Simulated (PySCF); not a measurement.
Compound: C₄H₆FOSi (doublet state).
Z-matrix (Å and degrees, GFN2-xTB geometry), rows numbered from 1:
```
O 
C   1  1.3404
C   2  1.3751  1  137.48
C   3  1.4099  2   93.35  1   179.92
Si  4  1.8405  3  136.78  2   179.90
F   5  1.6138  4  106.96  3     0.05
C   2  1.5083  1  129.87  3   179.88
H   1  0.9657  2  110.56  3    -0.10
H   3  1.0744  2  134.02  1    -0.06
H   5  1.4608  4  113.84  3  -114.62
H   5  1.4608  4  113.86  3   114.76
H   7  1.0888  2  115.45  1   -64.59
H   7  1.0888  2  115.53  1    64.71
```

The hyperfine couplings belong to this conformer and change with its torsions.

Identity: `[C]1(C=C([SiH2]F)C1)O` [radical].

Computed with UKS B3LYP, pcH-1 on C F H O Si, non-relativistic, mean-field spin-orbit, GIAO (PySCF 2.14.0). Isolated species at its GFN2-xTB geometry (one conformer only). The geometry wasn't refined by DFT: couplings that depend on bond lengths, twists or pyramidal angles can differ widely from those at the functional's own minimum. The SCF solution wasn't tested for stability.

Task: Break the g tensor into its mass correction, gauge correction and orbital-Zeeman/spin–orbit terms.

Result: 
| Δg (ppm) | 1 | 2 | 3 |
| --- | --- | --- | --- |
| relativistic mass correction | -167 | -167 | -167 |
| gauge correction | -5 | 38 | 23 |
| orbital Zeeman/spin–orbit | 28 | 937 | 1089 |
| total | -145 | 808 | 944 |

So g = 2.00217, 2.00313, 2.00326 and g_iso = 2.00286; the tensor is close to axial: the two nearest values differ by 13 % of g3 − g1. Axes: g2 points within 2° of the O1–C2 bond and g3 points within 4° of the C3–H9 bond.

Task: At 34.055 GHz, how far is the centre of the isotropic spectrum from where a free electron (g = 2.002319) resonates?

Result: B = hν/(g μB) with μB/h = 13.99624 MHz/mT gives 1215.17 mT for the free electron and 1214.84 mT at g_iso, 0.33 mT lower.

Task: Average each term over the three axes. Which is largest in size?

Result: The orbital-Zeeman/spin–orbit term 684, the mass correction -167 and the gauge correction 19 ppm, for a total of 536 ppm. The orbital-Zeeman/spin–orbit term is the largest in size. The mass correction is the same along every axis, so the anisotropy comes from the other two: their spans along these axes are 44 (gauge) and 1061 ppm (orbital Zeeman/spin–orbit).

Task: What are the electron Larmor frequencies g μB B/h along the three axes at 340 mT?

Result: 9.5278, 9.5323, 9.5330 GHz for g1, g2 and g3, a range of 5.2 MHz.

Task: In a frozen sample, at which fields do the three g values resonate at 9.5, 34, 94 and 263 GHz (hyperfine left aside), and which band first spreads them over more than twice a line width of 0.5 mT?

Result: 
| band | GHz | B(g3) mT | B(g2) mT | B(g1) mT | spread mT |
| --- | --- | --- | --- | --- | --- |
| X | 9.5 | 338.82 | 338.85 | 339.01 | 0.18 |
| Q | 34.0 | 1212.63 | 1212.72 | 1213.29 | 0.66 |
| W | 94.0 | 3352.57 | 3352.80 | 3354.40 | 1.82 |
| J | 263.0 | 9380.07 | 9380.71 | 9385.17 | 5.10 |

The spread grows in proportion to the frequency. W band is the first where it exceeds 1.0 mT.

Largest spin populations (Mulliken): C4 (+0.69), C2 (+0.44), C3 (-0.18) and O1 (+0.08). The positive populations add up to 1.26 and the negative ones to -0.26, together 2S = 1. The angles at C4 add up to 360.0°, so it is planar.

The HOMO–LUMO gaps are 4.95 eV among the α and 5.62 eV among the β orbitals.

Hardware: one thread of an Arm Neoverse V2, no GPU (shared host). Cost: 67 s wall (grids of density and orbitals included), 0.88 GiB resident at most.

The SMILES draws the unpaired electron on C2; the largest computed Mulliken spin population is on C4 (0.69 against 0.44).
